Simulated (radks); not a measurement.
Q: All-electron calculation, non-relativistic Kohn-Sham, LDA (Slater exchange, Perdew-Wang correlation), spin-polarised, spherical densities, point nucleus; open shells are filled with parallel spins first (spin-orbit coupling, left out, can overturn this in heavy ions). Program: a radial shooting solver on a logarithmic mesh with Libxc functionals. Response by self-consistent Sternheimer equations with the Hartree and adiabatic LDA kernel. For heavy and open-shell atoms this level of theory can miss by tens of per cent. Rank Ag2+, C+, As+, Kr, Ni2+, As (NIST ground configurations) by static dipole polarisability, largest first.

A: As 33.19, Kr 18.04, As+ 16.73, C+ 6.107, Ag2+ 5.949, Ni2+ 3.411 bohr^3.
